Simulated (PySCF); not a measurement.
The dipole of `CC1=C[C@@H](OC=O)OC1` from its density and from atomic charges.

Coordinates (GFN2-xTB, Å) and charges (e) from the PBE0/pcSseg-1 density (PySCF):

| atom | x | y | z | Mulliken | IAO | Hirshfeld | ESP-fitted |
| --- | --- | --- | --- | --- | --- | --- | --- |
| C1 | 2.526 | 0.319 | -0.481 | -0.1242 | -0.4308 | -0.1094 | -0.5653 |
| C2 | 1.190 | 0.129 | 0.136 | -0.4076 | +0.0193 | +0.0127 | +0.3572 |
| C3 | 0.107 | 0.891 | 0.066 | -0.0788 | -0.2088 | -0.0777 | -0.6879 |
| C4 | -1.004 | 0.234 | 0.831 | +0.3683 | +0.2454 | +0.1051 | +0.7021 |
| O5 | -1.961 | -0.305 | -0.120 | -0.4447 | -0.3557 | -0.1169 | -0.4402 |
| C6 | -3.241 | -0.048 | 0.073 | +0.4339 | +0.4046 | +0.1746 | +0.5924 |
| O7 | -3.728 | 0.639 | 0.918 | -0.4111 | -0.4507 | -0.2570 | -0.5204 |
| O8 | -0.412 | -0.807 | 1.535 | -0.4990 | -0.3801 | -0.1465 | -0.4601 |
| C9 | 0.880 | -1.064 | 0.999 | +0.2017 | -0.0644 | +0.0039 | -0.0104 |
| H10 | 3.289 | 0.396 | 0.294 | +0.1325 | +0.1574 | +0.0524 | +0.1550 |
| H11 | 2.543 | 1.220 | -1.087 | +0.1245 | +0.1578 | +0.0534 | +0.1825 |
| H12 | 2.774 | -0.536 | -1.107 | +0.1313 | +0.1574 | +0.0529 | +0.1559 |
| H13 | -0.038 | 1.806 | -0.473 | +0.0719 | +0.1623 | +0.0575 | +0.2685 |
| H14 | -1.563 | 0.881 | 1.519 | +0.1427 | +0.1642 | +0.0405 | +0.0411 |
| H15 | -3.820 | -0.571 | -0.710 | +0.0981 | +0.1235 | +0.0574 | +0.0242 |
| H16 | 1.576 | -1.181 | 1.835 | +0.1308 | +0.1536 | +0.0510 | +0.1033 |
| H17 | 0.875 | -1.992 | 0.410 | +0.1296 | +0.1450 | +0.0458 | +0.1022 |

Task: Compute μ = Σ q r for each scheme (1 e·Å = 4.803 D) and compare with the dipole of the full density.

Result: The full density gives (3.70, -0.24, -1.99) D, 4.21 D in size; dipole vectors point from the negative to the positive end.

| scheme | μx | μy | μz | size (D) | share of the full size (%) | angle to the full dipole (°) |
| --- | --- | --- | --- | --- | --- | --- |
| Mulliken | 5.00 | -0.56 | -1.86 | 5.36 | 127 | 8 |
| IAO | 3.95 | -0.10 | -2.23 | 4.54 | 108 | 2 |
| Hirshfeld | 2.89 | -0.42 | -1.39 | 3.23 | 77 | 5 |
| ESP-fitted | 3.72 | -0.22 | -2.00 | 4.23 | 100 | 0 |

Task: Which set comes closest?

Result: Length of the difference vector: ESP-fitted 0.03 D, IAO 0.37 D, Hirshfeld 1.03 D, Mulliken 1.34 D. Closest: ESP-fitted. 

Task: What is left for the Hirshfeld atoms' own dipoles?

Result: The shares of the density sum to the whole, so what Σ q r misses lies in dipoles about the nuclei. The atomic dipoles sum to (3.70, -0.24, -1.99) − (2.89, -0.42, -1.39) = (0.81, 0.18, -0.60) D, 1.03 D in size.

Task: With the origin at the mean of the coordinates, (0.000, 0.001, 0.273) Å, which are the largest single terms, by size, of the Mulliken dipole along the direction of the full one?

Result: O7 +7.15, C6 -5.74, O5 +3.25, O8 +2.19, C2 -2.16 D; all 17 atoms together +5.31 D. The single terms depend on the origin, their sum doesn't.

Task: Give the size of the full dipole in other units.

Result: 4.21 D = 1.656 au = 0.877 e·Å = 14.04 × 10⁻³⁰ C·m.

Isolated species at its GFN2-xTB geometry (one conformer only).

Conformer computed: `[CH3:1][C:2]1=[CH:3][C@@H:4]([O:5][CH:6]=[O:7])[O:8][CH2:9]1`: C3–C4–O5–C6 -132°, C4–O5–C6–O7 4°.
